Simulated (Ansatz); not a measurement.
A structure relaxed at r2SCAN-D4/def2-SVP in Ansatz, charge 0, singlet:

```xyz
10

B    -1.6054   -0.1707   -0.3289
B     1.3531    0.0384    0.5800
B    -0.2863    0.3524    1.7467
B     1.3113    0.1857   -1.0388
B    -0.2686   -0.3489   -1.6792
P     1.1185    0.3318   -2.7708
P    -1.8386   -1.2604   -1.7456
P     0.9537   -1.1028    1.9774
P     1.2932    1.2758    2.0629
P    -2.0309    0.6987    1.1961
```

(1) Give its formula.

(2) Summarise the bond lengths by kind (pairs closer than 1.2 times the sum of covalent radii, bridged metal pairs left out).

Answers

(1) the cluster B5P5 (the lowest singlet isomer of a short search).

(2) 10 × B–P 1.75 to 1.93 Å; 3 × B–B 1.63 to 1.91 Å; 1 × P–P 2.40 Å.

The restricted singlet is unstable towards broken spin symmetry in Hartree–Fock (as tested in another run); at r2SCAN-D4/def2-SVP this wasn't settled. Another isomer (singlet) lies 0.47 eV lower at PBE0-D4/def2-TZVP.
